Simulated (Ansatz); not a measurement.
All numbers were calculated with Ansatz.

A structure relaxed at PBE0-D4/def2-TZVP, charge 0, multiplicity 1:

| atom | x (Å) | y (Å) | z (Å) |
| --- | --- | --- | --- |
| C1 | -0.105 | -0.474 | -1.122 |
| N2 | 0.841 | 0.541 | -0.651 |
| Si3 | 0.586 | 0.877 | 1.025 |
| Si4 | -1.019 | -0.738 | 0.545 |
| H5 | -0.766 | -0.108 | -1.917 |
| H6 | 0.387 | -1.384 | -1.487 |
| H7 | 1.505 | 0.919 | -1.307 |
| H8 | 1.734 | 0.565 | 1.929 |
| H9 | 0.185 | 2.279 | 1.349 |
| H10 | -2.460 | -0.370 | 0.525 |
| H11 | -0.889 | -2.107 | 1.111 |

(1) Give its formula and SMILES.

(2) Point group (tolerance 0.08 Å, 0.16 Å for H)?

(3) Summarise the bond lengths by kind.

Answers

(1) CH7NSi2, `C1N[SiH2][SiH2]1`.

(2) Cs.

(3) 1 × C–N 1.466 Å; 1 × C–Si 1.920 Å; 2 × C–H 1.097 Å; 1 × N–Si 1.728 Å; 1 × H–N 1.007 Å; 1 × Si–Si 2.327 Å; 4 × H–Si 1.488 to 1.494 Å.
